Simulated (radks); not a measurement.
The numbers below are computed, except where a source is named.
Charge is removed step by step from the 3s down level of S2+, starting from [Ne] 3s(up 1, down 1) 3p2. Code: a radial shooting solver on a logarithmic mesh with Libxc functionals. Model: scalar-relativistic Kohn-Sham, PBEsol, spin-polarised, spherical densities, finite nucleus; open shells are filled with parallel spins first; Fermi nuclear charge, rms radius 3.2611 fm.

removed (e)  E - E(0) (eV)  eigenvalue (eV)
0                    0.000          -37.649
0.25                 9.768          -40.495
0.5                 20.245          -43.320
0.75                31.426          -46.141

The mean slope of the eigenvalue, de/dn, is 11.3 eV per electron.
